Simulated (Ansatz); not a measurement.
Reaction (formal exchange of groups at a Ge–I bond): `[F][GeH]([Cl])[I]` + `[GeH3][Br]` → `[F][GeH]([Cl])[GeH3]` + `BrI`

Calculated with Ansatz (gas phase, PBE0-D4/def2-TZVP geometries, no zero-point term in ΔE). CCSD(T)/CBS is the MP2 limit (def2-TZVPP, def2-QZVPP) plus CCSD(T) − MP2 in def2-TZVPP, frozen cores. Functionals use def2-TZVPP. HSE06 is defined as in plane-wave codes. Elements past krypton have def2 core potentials. For Br, Ge, I outer-core shells are correlated without core-valence functions, which leaves a few kJ/mol of doubt a bond. Scalar relativity is left out up to krypton.

```
             level  ΔE (kcal/mol)  difference from CCSD(T)/CBS
         r2SCAN-D4           40.3                          1.5
           PBE0-D4           39.1                          0.3
          PBE-QIDH           43.1                          4.3
              BLYP           34.3                         -4.5
            r2SCAN           40.3                          1.5
              PBE0           39.0                          0.2
           r2SCAN0           41.8                          3.0
             HSE06           39.1                          0.3
         CAM-B3LYP           38.4                         -0.4
      MP2/def2-SVP           45.9                          7.1
     CCSD/def2-SVP           42.6                          3.8
    MP2/def2-TZVPP           44.9                          6.1
SCS-MP2/def2-TZVPP           43.1                          4.3
CCSD(T)/def2-TZVPP           41.2                          2.4
     HF/def2-QZVPP           44.3                          5.5
      HF/CBS(def2)           44.1                          5.3
       CCSD(T)/CBS           38.8                            0
```

Largest T1 diagnostic among the species: 0.012.

From BLYP to BHLYP (50 % exact exchange), in def2-TZVPP and without D4, ΔE moves by +6.2 kcal/mol. At CCSD(T), def2-SVP lies +3.6 kcal/mol from the extrapolated value and def2-TZVPP +2.4 kcal/mol. Leaving LDA and LC-ωPBE aside and taking each functional with its dispersion term where it has one, the values, not all of them listed here, spread over 8.6 kcal/mol, from BLYP-D4 to PBE-QIDH. LDA lies +0.9 kcal/mol from PBE without D4.
